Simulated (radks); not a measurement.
Task: Numerical settings for the gold ion Au2+, [Xe] 4f14 5d9. All-electron calculation, non-relativistic Kohn-Sham, LDA (Slater exchange, Perdew-Wang correlation), spin-polarised, spherical densities, point nucleus; open shells are filled with parallel spins first (spin-orbit coupling, left out, can overturn this in heavy ions); relativity is left out, which matters for an element this heavy. Program: a radial shooting solver on a logarithmic mesh with Libxc functionals. The defaults (mesh step 0.008 in ln r, mesh end at 40 bohr or more with all orbitals vanishing there, Anderson mixing 0.5 over 9 steps, residual threshold near 1e-9 with the energy settled to 1e-9 hartree or 1e-11 of itself, here a cap of 72 iterations) give E = -17859.670 hartree and 5d at -28.087 eV in 15 iterations. Run on one thread of a shared host, so times are rough (Arm Neoverse V2): 0.21 s of CPU time, 0.21 s wall, 15 iterations on 2541 mesh points. One setting is changed at a time: mesh step in ln r 0.005; mesh step in ln r 0.05; mesh step in ln r 0.02; mesh end (bohr) 3; mesh end (bohr) 1; residual threshold 1e-13; residual threshold 0.01; mixing 0.01; linear mixing, mixing 0.8; linear mixing, mixing 0.05; mixing history 2; iteration cap 3. Which runs fail to converge, and which converge to a wrong energy?

Result: Not converged within the cap: linear mixing, mixing 0.8; linear mixing, mixing 0.05; iteration cap 3. Settled on a wrong energy, with an occupied level pushed above zero by the early mesh end: mesh end (bohr) 1 (+251 hartree). Apart from these: settings that end as converged yet miss the energy by more than 1 mhartree: mesh end (bohr) 3 (+0.556 hartree).
